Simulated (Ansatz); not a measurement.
BMe2F (C₂H₆BF), relaxed as a singlet with RKS r2SCAN-D4/def2-SVP in Ansatz, starting from the GFN2-xTB geometry. Force threshold 0.02 eV/Å.

Start:

```csv
atom,x (Å),y (Å),z (Å)
B1,-0.502,-0.254,-0.012
C2,0.781,-1.168,0.100
H3,1.012,-1.339,1.151
H4,1.663,-0.716,-0.345
H5,0.627,-2.146,-0.347
C6,-0.473,1.322,-0.092
H7,-0.499,1.628,-1.138
H8,0.422,1.755,0.343
H9,-1.343,1.771,0.383
F10,-1.687,-0.852,-0.042
```

| step | energy (eV) | largest force component (eV/Å) | SCF passes |
| --- | --- | --- | --- |
| 1 | -5559.9633 | 0.725 | 25 |
| 2 | -5559.9939 | 0.348 | 28 |
| 3 | -5559.9987 | 0.036 | 28 |
| 4 | -5559.9990 | 0.007 | 28 |

Force components are those of the run's own axes.

End:

```tsv
atom	x (Å)	y (Å)	z (Å)
B1	-0.493	-0.250	-0.011
C2	0.776	-1.165	0.077
H3	1.009	-1.299	1.151
H4	1.671	-0.714	-0.377
H5	0.613	-2.172	-0.338
C6	-0.473	1.316	-0.070
H7	-0.465	1.602	-1.139
H8	0.428	1.762	0.377
H9	-1.374	1.774	0.368
F10	-1.692	-0.853	-0.038
```

By distances, no bond broke or formed. The bond that changes most is C6–H7, from 1.09 to 1.11 Å (atoms count from 1).

No frequencies were taken in this run, so the end may be a saddle point.

It took 4.2 s on 4 threads of Arm Neoverse V2 on a shared host.
